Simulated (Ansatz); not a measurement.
The same path of BCl2H + H3P (8 atoms, charge 0, multiplicity 1) was run 3 times with different band settings. Lost on the way: B1–H2, P5–H8. Made: B1–P5, H2–H8.

All numbers below come from Ansatz, RKS B3LYP-D4/6-31G*.

Relaxed end points:

```xyz
8
Properties=species:S:1:pos:R:3
B -0.010 0.514 -0.120
H 0.037 0.823 1.023
Cl 1.477 0.304 -1.019
Cl -1.566 0.296 -0.891
P 0.141 -3.084 1.180
H -0.471 -2.780 -0.069
H 1.437 -2.696 0.736
H -0.147 -1.801 1.733
```

```xyz
8
Properties=species:S:1:pos:R:3
B 0.091 -0.825 -0.580
H -0.041 0.896 2.494
Cl 1.506 0.216 -0.715
Cl -1.454 -0.250 -1.200
P 0.182 -2.463 0.408
H -0.635 -3.260 -0.433
H 1.436 -2.925 -0.066
H -0.189 0.188 2.663
```

Common settings: movable images 7; climbing image yes; spring 5.0 eV/Å²; optimiser quadratic models (default); iteration limit 60; end points relaxed.

| run | start path | force threshold |
| --- | --- | --- |
| 1 | through a guess of the saddle point | 0.05 eV/Å |
| 2 | straight line | 0.05 eV/Å |
| 3 | through a guess of the saddle point | 0.5 eV/Å |

Task: What does each run give, and how far can it be trusted?

Result: Run 1: converged after 32 iterations, highest image 1.675 eV above the first end. A vibrational analysis at the climbing image gives one clearly imaginary mode, 1014i cm⁻¹: a first-order saddle point.
Run 2: converged after 29 iterations, highest image 1.675 eV above the first end. Another band between the same ends (7 images) ends at a top of the same energy, where a vibrational analysis finds 1 clearly imaginary mode.
Run 3: converged after 14 iterations, highest image 1.695 eV above the first end. The threshold of 0.5 eV/Å is loose, so the images may lie well off the minimum-energy path. The order of the stationary point at the top wasn't checked.
The orbitals stay closed-shell, which can raise the energy where a bond breaks towards radicals; this wasn't checked here.
